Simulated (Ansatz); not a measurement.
`O[Si](O)(O)[TeH]`, relaxed with RKS PBE0-D4/def2-TZVP in Ansatz from a PBE-D4/def2-SVP geometry. The force threshold is 0.005 eV/Å; the program also tests the step.

Charge 0, multiplicity 1. Te: def2 effective core potential.

Start:

```xyz
9

O    -1.747   -0.626    0.469
Si   -0.136   -0.305    0.251
O     0.589   -1.667    0.873
O     0.225    1.135    1.023
Te    0.646   -0.102   -2.155
H    -2.344    0.077    0.162
H     1.559   -1.625    0.924
H     1.004    1.592    0.658
H     0.205    1.521   -2.206
```

Question: By how much does the energy fall, and how many steps does the optimiser take? (An estimate is asked.)

Answer: Ansatz gave: 2.08 kcal/mol, in 21 steps, 5 of them rejected.

Question: Which bonds change most? (Estimate.)

Answer: Ansatz gave: Si2–O4 from 1.673 to 1.636 Å; Si2–O3 from 1.664 to 1.628 Å; O1–Si2 from 1.657 to 1.622 Å; Si2–Te5 from 2.539 to 2.509 Å.

Question: Give the relaxed structure. (Estimate.)

Answer: The calculation gave: 
```xyz
9

O    -1.719   -0.633    0.443
Si   -0.146   -0.293    0.245
O     0.601   -1.580    0.907
O     0.135    1.152    0.958
Te    0.648   -0.150   -2.131
H    -2.341    0.079    0.286
H     1.545   -1.662    0.764
H     0.940    1.611    0.712
H     0.336    1.477   -2.185
```
